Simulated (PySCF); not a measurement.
C3H6BFO, SMILES C=C(F)B(C)O.

Coordinates come from a PBE0-D3(BJ)/def2-SVP optimisation. This is a generated structure with no PubChem entry under its InChIKey; it may be hypothetical. Other conformers were not sampled.

All values below come from PBE/def2-TZVP run with PySCF.

Symmetry labels are those of the subgroup Cs that the program uses (full group Cs).

Computed valence orbital energies around the gap with their symmetry:
| orbital | symmetry | energy (eV) |
|---|---|---|
| HOMO−7 | A' | -10.55 |
| HOMO−6 | A' | -9.96 |
| HOMO−5 | A" | -9.84 |
| HOMO−4 | A' | -9.15 |
| HOMO−3 | A" | -8.71 |
| HOMO−2 | A' | -8.44 |
| HOMO−1 | A' | -7.25 |
| HOMO | A" | -6.25 |
| LUMO | A" | -1.93 |
| LUMO+1 | A' | -0.15 |
| LUMO+2 | A' | 0.84 |
| LUMO+3 | A" | 1.10 |
